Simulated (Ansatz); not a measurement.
Computed with Ansatz on PBE0-D4/def2-TZVP structures; ΔE is electronic, products minus reactants. CCSD(T)/CBS adds triple-zeta CCSD(T) − MP2 to the extrapolated MP2 energy (def2 sets, frozen cores). This one scheme is used for every species. One conformer a species, not always the lowest.

Consider the hydrogenolysis of the Si–O bond: `OB(O)O[Si](Cl)(Cl)Cl` + H₂ → trichlorosilane + `OB(O)O`.

`OB(O)O[Si](Cl)(Cl)Cl`:

Cartesian coordinates in Å:
```
O 0.259 1.767 -0.072
B 0.936 0.602 0.079
O 2.286 0.594 0.245
O 0.237 -0.586 0.062
Si -1.315 -1.000 -0.102
Cl -2.040 -0.397 -1.893
Cl -2.438 -0.206 1.383
Cl -1.401 -3.019 0.004
H 0.831 2.537 -0.046
H 2.645 -0.291 0.341
```

H₂:

```xyz
2

H    -0.183   -0.303   -0.117
H     0.183    0.303    0.117
```

`Cl[SiH](Cl)Cl`:

Cartesian coordinates in Å:
```
Cl -0.298 -0.683 1.851
Si -0.041 0.104 -0.002
Cl 1.938 0.157 -0.448
Cl -1.012 -1.045 -1.366
H -0.587 1.467 -0.035
```

`OB(O)O`:

Z-matrix (Å, degrees):
```
B
O 1 1.366
O 1 1.366 2 120.0
O 1 1.366 2 120.0 3 180.0
H 2 0.960 1 112.2 3 -0.0
H 3 0.960 1 112.2 2 180.0
H 4 0.960 1 112.2 2 0.0
```

| species | HF/def2-QZVPP energy (Eh) |
| --- | --- |
| `OB(O)O[Si](Cl)(Cl)Cl` | -1918.49487 |
| H₂ | -1.13348 |
| `Cl[SiH](Cl)Cl` | -1668.27377 |
| `OB(O)O` | -251.32587 |

(1) Work out ΔE.

Largest T1 diagnostic among the species: 0.012.

Answers

(1) ΔE = (-1668.27377) + (-251.32587) − (-1918.49487) − (-1.13348) = 0.02871 Eh = +75.4 kJ/mol. CCSD(T)/CBS gives +86.9 kJ/mol.

The D4 term adds +19.0 kJ/mol with B3LYP and +10.9 kJ/mol with PBE0; it sums over pairs of atoms, weighted by their polarisabilities, and B3LYP, whose exchange is more repulsive, gets the larger term. In def2-TZVPP, CCSD(T) changes the Hartree–Fock value by +11.6 kJ/mol (the triples alone add +3.6 kJ/mol) and MP2 by +17.6 kJ/mol.

B3LYP here is the variant with VWN-RPA as its local correlation; programs differ in this.
